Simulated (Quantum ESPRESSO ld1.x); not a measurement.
The table gives one normalised radial function P(r) = r R(r) of Pd29+ in [Ne] 3s2 3p5 (r in bohr). Calculated with ld1.x of Quantum ESPRESSO 7.5: scalar-relativistic Kohn-Sham, LDA (Slater exchange, VWN5 correlation), spin-polarised, spherical densities, point nucleus; open shells are filled with parallel spins first (spin-orbit coupling, left out, can overturn this in heavy ions).

r,P
0.001694,0.0099
0.002352,0.0177
0.003265,0.0319
0.004532,0.0571
0.006291,0.1019
0.008803,0.1824
0.01222,0.3164
0.01696,0.5349
0.02355,0.8709
0.03269,1.3445
0.04538,1.9279
0.063,2.4976
0.08816,2.8198
0.1224,2.6217
0.1699,1.8844
0.2358,0.9539
0.3274,0.2993
0.4545,0.0487
0.6309,0.0032
0.8828,0.0001

Which n and l does it have? It may be an empty orbital.

Answer. n = 2, l = 1: the number of nodes gives n - l - 1 = 0, the rise at small r (about r^(l+1), flatter next to the nucleus through relativity) gives l, and the extent must fit the shell. The curve is that of 2p down; the table hardly tells the two spins apart. 2p down: eigenvalue -4579.8 eV, 0 radial nodes, <r> = 0.119 bohr, 90 % of the charge inside 0.194 bohr.
